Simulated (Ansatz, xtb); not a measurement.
**C4H2O3: which of two isomers lies lower**

Structure I: `O=C(O)C1=CC1=O`, a singlet. Structure II: `O=CC#CC(=O)O`, a singlet. Both are isolated molecules in the gas phase, relaxed with r2SCAN-D4/def2-SVP; the shapes shown needn't be the lowest conformers.

I (Å):

```xyz
9

C     0.3396    0.8483   -1.0868
C    -1.1151    1.0882   -0.9027
C    -2.1039    1.8380   -1.4360
C    -2.4398    0.9517   -0.3484
O     0.9931    1.3652   -1.9593
O     0.8179   -0.0046   -0.1732
O    -3.2270    0.4748    0.4198
H     1.7688   -0.1098   -0.3568
H    -2.3133    2.5920   -2.2024
```

II (Å):

| atom | x (Å) | y (Å) | z (Å) |
| --- | --- | --- | --- |
| C | 1.6443 | 1.0705 | -1.2410 |
| C | 0.2146 | 0.9804 | -1.0329 |
| C | -0.9900 | 0.9318 | -0.8345 |
| C | -2.4018 | 0.7600 | -0.5570 |
| O | 2.2043 | 0.6607 | -2.2319 |
| O | -2.8480 | -0.1965 | 0.0288 |
| O | -3.1320 | 1.7822 | -1.0236 |
| H | 2.1959 | 1.5591 | -0.3976 |
| H | -4.0590 | 1.5855 | -0.7961 |

Quicker runs give these differences E(II) − E(I): GFN2-xTB −0.110 eV; HF/STO-3G −0.654 eV (at GFN2-xTB geometries); r2SCAN-D4/def2-SVP//GFN2-xTB +0.045 eV.

Question: Estimate which is lower in electronic energy at CCSD(T)/def2-SVP + ΔMP2/def2-TZVPP, and by roughly how much.

Answer: The CCSD(T)/def2-SVP + ΔMP2/def2-TZVPP calculation puts structure II lower, by 0.284 eV.

Level by level:

| level | geometry | E(II) − E(I) (eV) | departure from the last row (eV) | job, with rough time for the two |
| --- | --- | --- | --- | --- |
| GFN2-xTB | GFN2-xTB | −0.110 | +0.174 | optimisation, 0.28 s |
| HF/STO-3G | GFN2-xTB | −0.654 | −0.370 | single point, 0.54 s |
| r2SCAN-D4/def2-SVP//GFN2-xTB | GFN2-xTB | +0.045 | +0.329 | single point, 3.1 s |
| r2SCAN-D4/def2-SVP | r2SCAN-D4/def2-SVP | +0.051 | +0.335 | optimisation, 36 s |
| HF/def2-SVP | r2SCAN-D4/def2-SVP | −0.162 | +0.122 | part of the CCSD(T) run |
| MP2/def2-SVP | r2SCAN-D4/def2-SVP | −0.217 | +0.067 | part of the CCSD(T) run |
| CCSD(T)/def2-SVP | r2SCAN-D4/def2-SVP | −0.260 | +0.024 | single point |
| CCSD(T)/def2-SVP + ΔMP2/def2-TZVPP | r2SCAN-D4/def2-SVP | −0.284 |  | single point, 48 s |

As drawn, II has 1 C≡C in place of 1 C–C, 1 C=C. Structure I has a 3-membered ring, II no ring.

r2SCAN-D4/def2-SVP//GFN2-xTB, r2SCAN-D4/def2-SVP put the two in the other order. The largest departure from CCSD(T)/def2-SVP + ΔMP2/def2-TZVPP is that of HF/STO-3G, 0.370 eV. A small imaginary or near-zero mode remains, so no thermal terms are given. The last row adds to CCSD(T) the change of the MP2 difference between the two basis sets, here −0.024 eV.

The correlated steps freeze 7 core orbitals. Codes used: Ansatz 0.2.0, xtb 6.7.1; the last row on 2 threads of Intel(R) Xeon(R) Processor @ 2.70GHz on a shared host.
